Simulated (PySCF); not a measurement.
H₂O₂Zn, charge -1, doublet, at a GFN2-xTB geometry (such geometries of metal compounds can be far from the true shape) (a state made from the parent by changing its charge; the spin is typed, not shown lowest).

Input for PySCF:
```python
from pyscf import gto, scf, solvent

mol = gto.Mole()
mol.atom = '''
    Zn   -0.007171    0.374766    0.052792
    O     1.420416   -0.494774   -1.232735
    H     2.032973    0.102905   -1.662896
    O    -1.394322   -0.868880    1.040641
    H    -2.026587   -0.436649    1.615883
'''
mol.basis = '6-31g*'
mol.charge = -1
mol.spin = 1
mol.verbose = 4
mol.build()

mf = scf.UHF(mol)
mf.kernel()
```

Task: What does this run give for the Mulliken (on the basis functions themselves) charges in atom order, total energy, HOMO energy?

Result: 
```json
{
 "Mulliken (on the basis functions themselves) charges in atom order": "Zn1 0.38, O2 -1.06, H3 0.37, O4 -1.06, H5 0.37",
 "total_energy": "-1928.351080 Ha",
 "HOMO energy": "-1.51 eV"
}
```

These values belong to the state on which the SCF converged, which isn't shown to be the lowest.
